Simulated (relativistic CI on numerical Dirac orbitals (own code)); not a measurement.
# V4+ in a cubic cluster: 1s photoemission with charge transfer

Computed with a charge-transfer multiplet model of a cubic metal-ligand cluster with up to 2 ligand holes, Slater and spin-orbit integrals from Dirac-Coulomb-Breit ions, Slater integrals scaled by 0.9. The ground state mixes d1 with configurations of k ligand holes L, whose averages lie at kΔ + k(k − 1)U_dd/2; a core hole lowers each added d electron by U_cd. 20 K, Lorentzian 1.1 eV and Gaussian 0.6 eV FWHM.

Atomic integrals in eV (Slater integrals scaled, ζ unscaled), ground: F2dd 9.064, F4dd 5.680, zeta_d 0.029; with the core hole: F2dd 9.064, F4dd 5.680, zeta_d 0.046, G2cd 0.058. Where a configuration has fewer than two d electrons, the dd integrals are those of d2.

Cluster parameters (eV): Δ = 1, U_cd = 6.4, 10Dq = 1.5, 10Dq(ligand) = 1.6, V(eg) = 1.4, V(t2g) = -0.75, final-state hopping factor = 1.

```tsv
Case	n_d	d1	d2L	d3L2	S
U_dd = 3.1 eV	1.84	0.31	0.55	0.14	0.50
U_dd = 4.5 eV	1.77	0.34	0.56	0.11	0.50
U_dd = 5.2 eV	1.74	0.35	0.56	0.09	0.50
U_dd = 5.9 eV	1.72	0.36	0.56	0.08	0.50
U_dd = 6.6 eV	1.70	0.37	0.55	0.07	0.50
```

Weights, n_d and S are thermal averages at 20 K. Binding energies count from the first peak over 30 % of the highest in each spectrum, which can be another peak from case to case. The parameters are a model scan and need not match a compound or its usual spin state. Peaks in eV (height, largest 100):
- U_dd = 3.1 eV: 0.0 (100), 7.7 (23), 14.2 (7)
- U_dd = 4.5 eV: 0.0 (100), 7.5 (21), 13.5 (7)
- U_dd = 5.2 eV: 0.0 (100), 7.6 (19), 13.2 (7)
- U_dd = 5.9 eV: 0.0 (100), 7.7 (18), 13.0 (6)
- U_dd = 6.6 eV: 0.0 (100), 7.9 (16), 12.7 (5)

For the case U_dd = 5.2 eV, Δ = 1 eV is smaller than U_dd = 5.2 eV, the charge-transfer side of the Zaanen-Sawatzky-Allen scheme. With the core hole the average of the configuration with one ligand hole lies at Δ − U_cd = -5.4 eV before mixing: it lies below the unscreened one, so the lowest final states are mostly screened and the unscreened weight appears at higher binding energy as a satellite.

With at most 2 ligand holes the space is cut while the next configuration still counts, so covalency is underestimated, and a final configuration with one more ligand hole, which can lie low, is missing from the spectra.
